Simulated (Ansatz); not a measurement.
Reaction (isomerisation): `CC(C)C(=O)C(C)(C)C` → `CCCCCCCC=O`

Program: Ansatz. Geometries: PBE0-D4/def2-TZVP. ΔE: electronic, gas phase. CCSD(T)/CBS is the MP2 limit (def2-TZVPP, def2-QZVPP) plus CCSD(T) − MP2 in def2-TZVPP, frozen cores. Functionals use def2-TZVPP. B3LYP here is the variant with VWN-RPA as its local correlation; programs differ in this. Each species was taken in one conformer, which may not be the lowest.

```
             level  ΔE (kJ/mol)
         r2SCAN-D4         47.2
          B3LYP-D4         42.5
           ωB97X-V         44.5
            B2PLYP         37.5
    MP2/def2-TZVPP         55.3
SCS-MP2/def2-TZVPP         47.0
    MP2/def2-QZVPP         54.1
     MP2/CBS(def2)         53.6
```

(1) What does CCSD(T)/CBS give? (Best estimate.)

Largest T1 diagnostic among the species: 0.011.

## Answers

(1) Ansatz gave: +47.2 kJ/mol. The listed levels differ from it by 0.0, -4.7, -2.7, -9.7, 8.1, -0.2, 6.9, 6.4 kJ/mol.

In def2-TZVPP, CCSD(T) changes the Hartree–Fock value by +27.0 kJ/mol (the triples alone add +5.6 kJ/mol) and MP2 by +33.4 kJ/mol. The D4 term adds +16.4 kJ/mol with B3LYP and +9.1 kJ/mol with PBE0; it sums over pairs of atoms, weighted by their polarisabilities, and B3LYP, whose exchange is more repulsive, gets the larger term.
